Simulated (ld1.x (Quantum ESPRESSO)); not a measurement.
# u(r) = r·R(r): atom against pseudo-atom (nitrogen)

Columns: radius, all-electron u(r) and pseudo u(r) of the 2p shell (level -20.82 eV) of nitrogen in the configuration [He] 2s2 2p2; LDA (PZ), non-relativistic, TM semilocal scheme, ld1.x (Quantum ESPRESSO) 7.5.

```tsv
r (bohr)	all-electron	pseudo
0.072	0.0467	0.0198
0.145	0.1500	0.0784
0.217	0.2706	0.1681
0.290	0.3919	0.2822
0.362	0.5010	0.4062
0.435	0.5964	0.5315
0.507	0.6739	0.6438
0.580	0.7361	0.7381
0.652	0.7821	0.8071
0.725	0.8147	0.8523
0.798	0.8349	0.8749
0.870	0.8442	0.8795
0.942	0.8448	0.8716
1.015	0.8378	0.8552
1.088	0.8247	0.8343
1.160	0.8070	0.8112
1.232	0.7855	0.7868
1.305	0.7607	0.7610
1.378	0.7338	0.7338
1.450	0.7057	0.7057
1.522	0.6766	0.6766
1.595	0.6465	0.6465
1.668	0.6162	0.6162
1.740	0.5864	0.5864
1.812	0.5570	0.5570
1.885	0.5277	0.5277
```

Q: How many radial nodes do the two functions have?

A: The all-electron 2p function has n − l − 1 = 0; the pseudo-wave has 0.

Q: At about which radius was the pseudo-wave matched?

A: 1.45 bohr. The columns agree to 0.0005 from 1.30 bohr on; several derivatives are matched, so the curves merge somewhat inside the radius.

Q: Is the pseudo-wave norm-conserving?

A: Yes: the TM semilocal scheme keeps the norm inside the radius equal to the all-electron one, which fixes the energy derivative of the logarithmic derivative at the level.
